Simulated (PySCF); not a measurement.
# Nickel: highly charged ions in a basis for the neutral atom

Ni¹⁴⁺ [Ne] 3s2 3p2, Ni¹⁵⁺ [Ne] 3s2 3p1. Computed with PySCF 2.14 in jorge-DZP-DKH (8s6p2d1f, 43 functions), with scalar relativity by spin-free X2C-1e. No spin-orbit coupling, so a gap to NIST mixes the basis error with missing relativistic terms.

Changed run: basis of the neutral atom used for a highly charged ion. This setting is unsound on purpose.

```
species  method  sound run (hartree)  changed run (hartree)  converged
  Ni¹⁴⁺     UHF              not run            -1427.98294        yes
  Ni¹⁴⁺    MN15              not run            -1429.52364        yes
  Ni¹⁵⁺     UHF              not run            -1411.07154        yes
  Ni¹⁵⁺    MN15              not run            -1412.49187        yes
```

Ionisation energy of Ni¹⁴⁺:

```tsv
method	changed run (eV)	NIST (eV)
UHF	460.18	462.8 ± 1.1
MN15	463.46	462.8 ± 1.1
r2SCAN	461.65	462.8 ± 1.1
```

The contracted functions were made for the neutral atom and can be too rigid for a highly charged ion.
